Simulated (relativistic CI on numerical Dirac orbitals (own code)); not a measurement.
# Pd5+: resonant inelastic scattering at the M2,3 edge

Computed with this model: Dirac-Coulomb-Breit CI, KLI orbitals optimised for each configuration, model QED, valence Slater integrals scaled by 0.8, Kramers-Heisenberg scattering through one core-hole configuration in a parametric crystal field; configurations [Kr] 4d5 → [Ne] 3s2 3p5 3d10 4s2 4p6 4d6; 10 K; core-hole width 3 eV; summed over polarisations. Incident energies are the highest absorption maxima for each field (at most a few, so the weaker spin-orbit partner edge can be absent), on the computed scale of the free ion. Intensities are in per cent of the strongest line above 0.02 eV; levels within 1 cm⁻¹ are merged; final levels count from the ground level, the first row holds all elastic scattering, lines under 0.4 are left out and each table stops after 24 rows. The scale of the Slater integrals is a model choice and moves the terms in proportion.

Field parameters in Wybourne normalisation: D4h B²₀ = −7Ds, B⁴₀ = 21(Dq − Dt), B⁴₄ = 21√(5/14) Dq. The field is a parameter set, without covalency, and values of 10Dq over about 45,000 cm⁻¹ lie beyond real compounds.

S is read from ⟨S²⟩ = S(S + 1).

D4h, 10Dq = 56150, Ds = -450, Dt = 130 cm⁻¹:

| Final level (eV) | Degeneracy | Irrep | S | 539.5 eV | 545.3 eV | 573.6 eV |
| --- | --- | --- | --- | --- | --- | --- |
| 0.000 | 2 | Γ7 | 0.51 | 336.3 | 980.8 | 108.9 |
| 0.364 | 2 | Γ6 | 0.51 | 88.8 | 17.9 | 3.8 |
| 0.549 | 2 | Γ7 | 0.51 | 100.0 | 14.3 | 2.0 |
| 4.885 | 2 | Γ6 | 1.50 | 0.6 | 11.2 | 3.1 |
| 4.933 | 2 | Γ7 | 1.50 | 2.0 | 37.9 | 17.5 |
| 4.966 | 2 | Γ7 | 1.50 | 1.1 | 19.0 | 7.1 |
| 5.060 | 2 | Γ7 | 1.50 | 1.8 | 33.0 | 16.0 |
| 5.107 | 2 | Γ6 | 1.50 | 0.8 | 18.5 | 8.5 |
| 5.153 | 2 | Γ6 | 1.50 | 0.8 | 17.5 | 7.4 |
| 5.646 | 2 | Γ6 | 1.49 | 0.7 | 17.2 | 10.0 |
| 5.658 | 2 | Γ7 | 1.49 | 1.9 | 30.7 | 12.4 |
| 5.942 | 2 | Γ6 | 1.48 | 2.1 | 30.9 | 9.6 |
| 5.981 | 2 | Γ6 | 1.49 | 0.7 | 15.3 | 7.4 |
| 6.010 | 2 | Γ7 | 1.47 | 1.1 | 21.7 | 11.7 |
| 6.035 | 2 | Γ7 | 1.45 | 0.7 | 17.8 | 7.2 |
| 6.457 | 2 | Γ6 | 0.53 | 8.9 | 94.1 | 28.3 |
| 6.533 | 2 | Γ7 | 0.53 | 8.9 | 97.1 | 26.2 |
| 6.591 | 2 | Γ7 | 0.56 | 6.1 | 68.3 | 19.9 |
| 6.759 | 2 | Γ6 | 0.51 | 0.7 | 12.3 | 3.5 |
| 6.865 | 2 | Γ7 | 0.56 | 2.4 | 24.7 | 29.1 |
| 7.019 | 2 | Γ7 | 0.54 | 1.7 | 26.9 | 10.1 |
| 7.041 | 2 | Γ6 | 0.54 | 0.5 | 9.3 | 3.6 |
| 7.101 | 2 | Γ6 | 0.52 | 1.8 | 32.8 | 9.4 |
| 7.340 | 2 | Γ7 | 0.51 | 1.1 | 19.9 | 5.5 |

D4h, 10Dq = 43850, Ds = 340, Dt = -740 cm⁻¹:

```
Final level (eV)  Degeneracy  Irrep     S  540.1 eV  544.7 eV  573.1 eV
           0.000           2     Γ7  0.51     284.3     882.1      96.3
           0.585           2     Γ7  0.51     100.0      14.9       2.3
           0.790           2     Γ6  0.51      59.4       8.3       2.6
           3.913           2     Γ7  1.50       2.5      24.2       4.8
           4.008           2     Γ7  1.50       3.9      41.4      14.7
           4.060           2     Γ6  1.50       1.3      15.3       5.3
           4.106           2     Γ6  1.50       1.6      21.5       9.6
           4.743           2     Γ6  1.51       1.4      15.4       5.1
           4.813           2     Γ7  1.51       1.3      15.5       6.9
           4.995           2     Γ6  1.49       0.9      10.3       5.6
           5.081           2     Γ7  1.43       4.1      35.3       8.3
           5.082           2     Γ6  1.49       1.8      18.5       4.5
           5.103           2     Γ7  1.47       2.4      28.1      17.2
           5.315           2     Γ7  0.91       5.6      46.4      23.6
           5.365           2     Γ6  1.44       0.5       7.5       4.3
           5.379           2     Γ7  1.17       4.5      34.9       8.3
           5.595           2     Γ7  0.72       7.6      65.1      11.5
           5.687           2     Γ6  0.55      10.4      71.5      21.5
           5.965           2     Γ7  0.55       5.7      35.6      26.6
           6.000           2     Γ6  0.60       5.7      51.6       6.8
           6.401           2     Γ6  0.51       0.8       8.6       4.1
           6.667           2     Γ7  1.21       0.7       8.1       2.1
           6.685           2     Γ7  2.24       0.2       2.1       0.5
           6.686           2     Γ6  2.27       0.2       2.4       0.6
```

For the first field the strongest loss at the lowest incident energy is the level at 0.55 eV (S = 0.51, against 0.51 in the thermal ground state). Levels of other spin, the first over 8 % at 4.88 eV, appear because spin-orbit coupling of the core hole, and in heavier ions of the valence shell too, mixes spins.
